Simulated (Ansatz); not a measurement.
Question: Name a neutral molecule of B, C, F, Sn and H with size of the dipole moment (B3LYP/def2-TZVPP) between 2.35 and 2.65 D and HOMO energy (PBE0/def2-TZVPP) between -9.00 and -8.70 eV (Ansatz, PBE0-D4/def2-TZVP geometry).

Answer: `B[CH2][SnH2][F]` (2.53 D, -8.75 eV). Other molecules can fit too; these were computed, each in one conformer that needn't be the lowest.

B3LYP here is the variant with VWN-RPA as its local correlation; programs differ in this.
